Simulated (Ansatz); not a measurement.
Computed with Ansatz on PBE0-D4/def2-TZVP structures; ΔE is electronic, products minus reactants. CCSD(T)/CBS adds triple-zeta CCSD(T) − MP2 to the extrapolated MP2 energy (def2 sets, frozen cores). This one scheme is used for every species. Functionals use def2-TZVPP. B3LYP here is the variant with VWN-RPA as its local correlation; programs differ in this. HSE06 is defined as in plane-wave codes. Each species was taken in one conformer, which may not be the lowest.

`[SiH3]C[SiH](Cl)Cl` + H–F → `F[SiH3]` + `C[SiH](Cl)Cl`  (ligand exchange at the Si–C bond)

**Question.** Is it downhill or uphill in electronic energy at CCSD(T)/CBS, and by how much? (Estimate.)

**Answer.** Ansatz gave: Downhill: ΔE = -29.3 kcal/mol.

**Question.** What do these levels give: LDA (SPW92), B97M-V, B3LYP-D4, r2SCAN0-D4, HSE06-D4, PBE-QIDH, PBE, r2SCAN, r2SCANh, HSE06, CCSD(T)/def2-SVP, CCSD/CBS(def2)? (Best estimate.)

**Answer.** Computed: LDA (SPW92) -26.8, B97M-V -31.9, B3LYP-D4 -30.7, r2SCAN0-D4 -30.1, HSE06-D4 -27.5, PBE-QIDH -29.2, PBE -29.1, r2SCAN -31.1, r2SCANh -31.0, HSE06 -29.2, CCSD(T)/def2-SVP -28.7, CCSD/CBS(def2) -30.4 kcal/mol.

Largest T1 diagnostic among the species: 0.011.

The D4 term adds +3.2 kcal/mol with B3LYP and +1.8 kcal/mol with PBE0; it sums over pairs of atoms, weighted by their polarisabilities, and B3LYP, whose exchange is more repulsive, gets the larger term. In def2-TZVPP, CCSD(T) changes the Hartree–Fock value by +7.9 kcal/mol (the triples alone add +1.1 kcal/mol) and MP2 by +8.1 kcal/mol.
